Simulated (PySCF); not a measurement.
**Two-component Hartree-Fock for W(6+) (tungsten, charge +6)**

Start: [Xe] 4f14. Calculated with PySCF 2.14 in x2c-TZVPPall-2c with one added diffuse shell each of s, p, d, f type (12s12p11d4f1g, 140 functions): generalised Hartree-Fock with the X2C-1e Hamiltonian and a Gaussian nucleus; spin-orbit coupling (SO) screened by Boettger's factors.

```tsv
spinor shell	electrons	ε, screened SO (eV)	weight of nominal j (screened SO)	rms radius, screened SO (bohr)
1s1/2	2	-69957.4	1.000	0.0208
2s1/2	2	-12278.2	1.000	0.0838
2p1/2	2	-11723.7	1.000	0.0713
2p3/2	4	-10365.3	1.000	0.0787
3s1/2	2	-2949.1	1.000	0.214
3p1/2	2	-2702.6	1.000	0.206
3p3/2	4	-2403.8	1.000	0.221
3d3/2	4	-1993.4	1.000	0.195
3d5/2	6	-1928.9	1.000	0.199
4s1/2	2	-701.70	1.000	0.478
4p1/2	2	-598.13	1.000	0.486
4p3/2	4	-528.14	1.000	0.519
4d3/2	4	-357.41	1.000	0.544
4d5/2	6	-344.11	1.000	0.556
5s1/2	2	-167.97	1.000	1.12
5p1/2	2	-132.63	1.000	1.21
4f5/2	6	-127.90	1.000	0.655
4f7/2	8	-125.64	1.000	0.660
5p3/2	4	-121.36	1.000	1.29
```

```csv
quantity,screened SO
E (hartree),-16142.35970
M_J,0
⟨J²⟩,0.000
⟨L²⟩,0.117
⟨S²⟩,0.117
```

Breit and QED terms are absent; they matter most for the inner s and p1/2 levels.

Densities and radii are taken from the X2C orbitals without a picture-change correction, which distorts them close to the nucleus.
